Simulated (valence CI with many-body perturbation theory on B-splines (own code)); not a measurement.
**E1 transitions of Te¹⁹⁺**

Method: configuration interaction combined with many-body perturbation theory (CI+MBPT): five valence electrons over a frozen Dirac-Fock core [Ar] 3d10, a basis of 11 s, 11 p, 10 d, 8 f, 5 g, 2 h functions for each j, with the one-electron correlation potential Σ1 (screened to all orders), the two-electron term Σ2, the three-electron term Σ3, Breit, model QED; selected single and double excitations, second order for the rest, scaled by the run's own slope (own B-spline code, finite nucleus).

No measured spectrum was set against this ion. As an estimate, levels hold to about 250 cm⁻¹ or 0.2 % of their energy and the worst to 1 %, as in measured heavy ions of charge 2 to 7; those with d or f electrons hold less well. Among the levels kept, up to 2100 cm⁻¹ of a level comes from second order outside the variational space, and about a tenth of that is noise between levels of different J, which matters for small intervals.

Lines 51 to 100 of 554 in falling wavelength, among levels below 1598500 cm⁻¹, chosen from the strongest by gf and those to the six lowest levels. Wavelengths and rates use the calculated energies, so an error of 1000 cm⁻¹ moves a line at 19.65 nm by 0.2 % and its rate by three times that or more. Electric multipoles are in the length gauge, E1 and E2 with the static RPA response of the core. Weak lines are less certain than strong ones. Lines between different terms over intervals too small for the method are left out, as are lines whose strength nearly cancels. Where a level lies close to another of its J and parity, the split of strength between their lines is uncertain. The highest levels of a list are the least certain.

Names give the largest LS component (configuration and term), which can be under half, so a name can repeat, a term be missing and a line seem to break the LS rules; names also repeat where a configuration has a term twice. Letters in brackets count levels of one name in rising energy.

```
λ vac (nm)                 Upper                Lower   A (s⁻¹)  S (a.u.) with core polarisation  S without
     19.65  4s²4p²4f ⁴F°_3/2 [a]  4s²4p²4d ²D_5/2 [d]  7.15e+09                         1.07e-01   1.16e-01
     19.64          4s4p⁴ ²D_5/2       4s²4p³ ²D°_3/2  2.26e+08                         5.06e-03   5.50e-03
     19.62   4s4p³4d ²F°_5/2 [b]      4s²4p²4d ⁴P_3/2  4.77e+09                         1.07e-01   1.16e-01
     19.61   4s4p³4d ⁴F°_3/2 [b]      4s²4p²4d ⁴D_3/2  9.21e+09                         1.37e-01   1.49e-01
     19.60   4s4p³4d ²F°_7/2 [d]  4s²4p²4d ²D_5/2 [c]  8.67e+09                         2.58e-01   2.81e-01
     19.60          4s4p⁴ ⁴P_1/2       4s²4p³ ⁴S°_3/2  1.56e+10                         1.16e-01   1.25e-01
     19.59   4s4p³4d ²D°_5/2 [b]  4s²4p²4d ²P_3/2 [a]  1.10e+10                         2.44e-01   2.66e-01
     19.58   4s4p³4d ²F°_5/2 [c]  4s²4p²4d ²D_5/2 [a]  9.13e+09                         2.03e-01   2.21e-01
     19.57   4s4p³4d ²D°_3/2 [f]  4s²4p²4d ²P_3/2 [b]  1.36e+10                         2.02e-01   2.20e-01
     19.55   4s4p³4d ⁴D°_7/2 [e]      4s²4p²4d ⁴P_5/2  4.24e+09                         1.25e-01   1.37e-01
     19.54          4s4p⁴ ²P_3/2       4s²4p³ ²P°_1/2  2.47e+09                         3.63e-02   3.96e-02
     19.52   4s4p³4d ⁴D°_5/2 [c]      4s²4p²4d ⁴P_5/2  1.04e+10                         2.30e-01   2.50e-01
     19.50   4s4p³4d ⁴D°_7/2 [b]      4s²4p²4d ⁴F_7/2  9.11e+09                         2.67e-01   2.90e-01
     19.48   4s4p³4d ⁴F°_5/2 [b]      4s²4p²4d ⁴D_3/2  6.93e+09                         1.52e-01   1.65e-01
     19.43   4s4p³4d ⁴D°_7/2 [e]      4s²4p²4d ²G_7/2  5.72e+09                         1.66e-01   1.80e-01
     19.42   4s4p³4d ²P°_1/2 [d]  4s²4p²4d ²D_3/2 [c]  1.47e+10                         1.06e-01   1.15e-01
     19.37   4s4p³4d ²F°_5/2 [b]      4s²4p²4d ⁴P_5/2  6.08e+09                         1.31e-01   1.42e-01
     19.33   4s4p³4d ²F°_5/2 [a]      4s²4p²4d ⁴D_5/2  6.43e+09                         1.38e-01   1.50e-01
     19.26   4s4p³4d ²D°_3/2 [d]  4s²4p²4d ²D_3/2 [a]  1.74e+10                         2.45e-01   2.66e-01
     19.20   4s4p³4d ⁴D°_3/2 [c]      4s²4p²4d ⁴P_3/2  1.27e+10                         1.78e-01   1.94e-01
     19.16   4s4p³4d ²G°_9/2 [b]      4s²4p²4d ⁴F_9/2  1.41e+10                         4.88e-01   5.30e-01
     19.12   4s4p³4d ⁴D°_1/2 [e]      4s²4p²4d ⁴P_1/2  2.00e+10                         1.38e-01   1.50e-01
     19.08   4s4p³4d ²D°_5/2 [e]  4s²4p²4d ²D_5/2 [c]  2.43e+10                         5.01e-01   5.45e-01
     19.08      4s4p⁴ ²P_1/2 [b]       4s²4p³ ²P°_3/2  3.72e+10                         2.55e-01   2.77e-01
     19.00       4s²4p²4d ⁴F_3/2       4s²4p³ ²D°_5/2  6.47e+09                         8.77e-02   9.52e-02
     18.98   4s4p³4d ⁴D°_7/2 [b]      4s²4p²4d ²F_5/2  4.78e+09                         1.29e-01   1.41e-01
     18.97   4s4p³4d ⁴D°_3/2 [b]      4s²4p²4d ⁴F_5/2  1.32e+10                         1.77e-01   1.92e-01
     18.96   4s4p³4d ²D°_3/2 [c]  4s²4p²4d ²P_3/2 [a]  1.08e+10                         1.46e-01   1.58e-01
     18.92   4s4p³4d ⁴D°_5/2 [b]      4s²4p²4d ⁴F_7/2  9.77e+09                         1.96e-01   2.12e-01
     18.91   4s4p³4d ²F°_7/2 [b]  4s²4p²4d ²F_7/2 [a]  7.34e+09                         1.96e-01   2.13e-01
     18.88   4s4p³4d ²F°_5/2 [d]  4s²4p²4d ²F_7/2 [a]  7.53e+09                         1.50e-01   1.63e-01
     18.85   4s4p³4d ²D°_5/2 [a]      4s²4p²4d ⁴F_5/2  1.37e+10                         2.71e-01   2.94e-01
     18.85   4s4p³4d ⁴F°_5/2 [b]      4s²4p²4d ²F_5/2  1.32e+10                         2.63e-01   2.86e-01
     18.83  4s²4p²4f ²D°_5/2 [a]  4s²4p²4d ²F_7/2 [b]  2.09e+10                         4.12e-01   4.48e-01
     18.76   4s4p³4d ²D°_3/2 [e]  4s²4p²4d ²D_5/2 [a]  1.19e+10                         1.55e-01   1.68e-01
     18.76   4s4p³4d ²F°_7/2 [d]  4s²4p²4d ²D_5/2 [b]  4.14e+09                         1.08e-01   1.18e-01
     18.74   4s4p³4d ⁴P°_3/2 [a]      4s²4p²4d ⁴F_5/2  1.22e+10                         1.59e-01   1.72e-01
     18.68   4s4p³4d ⁴P°_5/2 [b]      4s²4p²4d ⁴D_7/2  2.60e+10                         5.01e-01   5.43e-01
     18.65  4s²4p²4f ⁴F°_3/2 [b]  4s²4p²4d ²D_5/2 [d]  1.73e+10                         2.21e-01   2.40e-01
     18.62       4s²4p²4d ⁴D_5/2       4s²4p³ ²P°_3/2  5.80e+08                         1.11e-02   1.20e-02
     18.57  4s²4p4d² ⁴G°_7/2 [a]  4s²4p²4d ²F_7/2 [a]  6.81e+09                         1.72e-01   1.87e-01
     18.56   4s4p³4d ⁴D°_7/2 [d]      4s²4p²4d ⁴D_7/2  2.12e+10                         5.35e-01   5.82e-01
     18.55   4s4p³4d ⁴D°_7/2 [c]      4s²4p²4d ⁴F_7/2  5.25e+09                         1.32e-01   1.44e-01
     18.46   4s4p³4d ⁴P°_5/2 [b]      4s²4p²4d ⁴F_7/2  8.29e+09                         1.55e-01   1.68e-01
     18.44   4s4p³4d ²D°_3/2 [b]      4s²4p²4d ⁴D_1/2  9.40e+09                         1.16e-01   1.26e-01
     18.42          4s4p⁴ ²P_3/2       4s²4p³ ²D°_5/2  3.50e+10                         4.32e-01   4.69e-01
     18.39   4s4p³4d ²F°_5/2 [d]  4s²4p²4d ²D_3/2 [a]  5.50e+09                         1.01e-01   1.10e-01
     18.31  4s²4p4d² ⁴G°_5/2 [a]      4s²4p²4d ²G_7/2  1.30e+10                         2.37e-01   2.57e-01
     18.28   4s4p³4d ²D°_3/2 [b]      4s²4p²4d ²F_5/2  3.97e+10                         4.78e-01   5.19e-01
     18.23   4s²4p²4d ²P_3/2 [a]       4s²4p³ ²P°_3/2  1.21e+09                         1.45e-02   1.58e-02
```
